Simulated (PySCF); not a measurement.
Telling isomers of C6H10ClFSi apart by NMR

- structure optimised with GFN2-xTB
- PBE0/pcSseg-1 with gauge-including orbitals
- code: PySCF
- fast rotation and ring inversion assumed for equivalent nuclei, relativity neglected, no solvent, a single conformation

δ = σ(ref) − σ, references computed at the same level: 1H, 13C vs TMS. Splittings of carbon signals by F and P are missing where no couplings were computed. Where no couplings were computed, multiplicities follow the n + 1 count of equivalent neighbours, and m marks all less simple cases (inequivalent or close neighbours, rings, F or P nearby). Shifts are as computed. Against solution values, carbons near 30 ppm lie about +3 ppm off and those near 130 ppm about +5 ppm; carbons on Cl a further +6 ppm. Of 1309 compounds with measured shifts, 239 miss one by over three times the rms of a fit or turn the order of signals round; such compounds aren't used in these exercises. Carbons bonded to Cl come out too deshielded.

(1) Tabulate the signals of `CC1=C[SiH2][C@@H](F)[C@H](Cl)C1`, `C=C(F)C/C(Cl)=C\C[SiH3]`, `C=C(F)C/C(Cl)=C/C[SiH3]` and their relative energies.

(2) What is the quickest way to tell C=C(F)C/C(Cl)=C\C[SiH3] from C=C(F)C/C(Cl)=C/C[SiH3]?

(3) What is the quickest way to tell CC1=C[SiH2][C@@H](F)[C@H](Cl)C1 from C=C(F)C/C(Cl)=C\C[SiH3]?

(4) What is the quickest way to tell CC1=C[SiH2][C@@H](F)[C@H](Cl)C1 from C=C(F)C/C(Cl)=C/C[SiH3]?

## Answers

(1) 
```tsv
SMILES	carbon types	δC	δH	E rel. (kcal/mol)
CC1=C[SiH2][C@@H](F)[C@H](Cl)C1	1×C 3×CH 1×CH2 1×CH3	163.1, 117.9, 86.0, 61.4, 37.8, 33.4	5.87 (m, 1H), 5.02 (m, 1H), 4.61 (m, 1H), 4.48 (m, 1H), 4.24 (m, 1H), 2.95 (m, 1H), 2.21 (m, 1H), 2.01 (s, 3H)	0.0
C=C(F)C/C(Cl)=C\C[SiH3]	2×C 1×CH 3×CH2	173.7, 138.9, 135.0, 98.9, 42.3, 13.6	6.08 (t, 1H), 4.93 (m, 1H), 4.67 (m, 1H), 3.82 (t, 3H), 3.05 (m, 2H), 1.96 (m, 2H)	23.5
C=C(F)C/C(Cl)=C/C[SiH3]	2×C 1×CH 3×CH2	173.3, 140.1, 133.7, 99.4, 48.3, 15.3	6.06 (t, 1H), 4.92 (m, 1H), 4.62 (m, 1H), 3.84 (t, 3H), 2.97 (m, 2H), 2.00 (m, 2H)	21.8
```

Energies are electronic energies at PBE0/pcSseg-1 on these geometries, without zero-point or thermal terms, each for the one conformer computed, which needn't be the lowest.

(2) Both give the same number of carbon signals, with the same numbers of each carbon type, so the positions decide. The first has an allylic sp3 CH2 at 42.3 ppm, the second an allylic sp3 CH2 at 48.3 ppm. Their most deshielded carbons lie at 173.7 and 173.3 ppm.

(3) Both give the same number of carbon signals, but DEPT or the intensities differ. The first has an sp3 CH bonded to Cl at 61.4 ppm, the second a terminal =CH2 carbon at 98.9 ppm. Their most deshielded carbons lie at 163.1 and 173.7 ppm.

(4) Both give the same number of carbon signals, but DEPT or the intensities differ. The first has an sp3 CH bonded to Cl at 61.4 ppm, the second a terminal =CH2 carbon at 99.4 ppm. Their most deshielded carbons lie at 163.1 and 173.3 ppm.
